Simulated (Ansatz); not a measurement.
## Relative stability

Two relaxed structures of AlBSiH₄Cl (charge +1), singlet (PBE0-D4/def2-TZVP; forces vanish, vibrations not checked).

A:

| atom | x (Å) | y (Å) | z (Å) |
| --- | --- | --- | --- |
| B1 | -0.7395 | 2.2130 | -0.7719 |
| Al2 | -0.0234 | 0.3104 | -0.1442 |
| Si3 | 1.2809 | -1.6590 | 0.6379 |
| Cl4 | -1.0191 | -1.6403 | 0.1654 |
| H5 | -0.6591 | 2.5061 | -1.9210 |
| H6 | -1.2043 | 2.9401 | 0.0458 |
| H7 | 0.9482 | -0.2072 | 1.3115 |
| H8 | 1.3580 | -0.7399 | -0.7116 |

B:

B1  (-0.936, 1.265, -0.865)
Al2  (0.364, -0.249, -0.050)
Si3  (1.661, -2.138, 0.866)
Cl4  (-2.515, 0.678, -1.174)
H5  (-0.633, 2.391, -1.089)
H6  (2.986, -1.573, 1.207)
H7  (0.894, -2.597, 2.047)
H8  (1.710, -3.137, -0.227)
(Å)

Program: Ansatz 0.2.0. Basis: def2-TZVPP. Cores are frozen in the correlated methods. B3LYP uses VWN-RPA correlation.

(1) Which structure is lower at CCSD(T), and by how much? (Judge from chemistry; the value comes from the calculation.)

(2) Do the other methods give the same order? (A judgement: the text doesn't fix the answer.)

The T1 diagnostic stays at or below 0.016.

## Answers

(1) Computed: B, by 0.139 eV (electronic energy, against the other). By their contacts, A is AlBSiH₄Cl ([BH2][Al]123[H][Si]1([H]2)[Cl]3), total charge +1 and B is AlBSiH₄Cl ([SiH3][Al][BH][Cl]), total charge +1.

(2) Computed: Not all: wB97M-V gives the other order.

| method | E(B) − E(A) (eV) |
| --- | --- |
| PBE-D4 | -0.116 |
| r2SCAN-D4 | -0.075 |
| PBE0-D4 | -0.125 |
| B3LYP-D4 | -0.171 |
| wB97M-V | 0.055 |
| HF | -0.409 |
| MP2 | -0.127 |
| CCSD | -0.165 |
| CCSD(T) | -0.139 |

Labels in which every atom is bracketed show which atoms are joined, not bond orders.

For scale, one of the runs: CCSD(T)/def2-TZVPP, 213 basis functions, launched by `ansatz run in.yaml --threads 2 --pin off --events-out ev --progress --plain --max-ram 4352MiB`. Hardware: 2 CPU threads of an Arm Neoverse V2, shared host. Wall time 53 s; peak host memory 2.6 GiB.
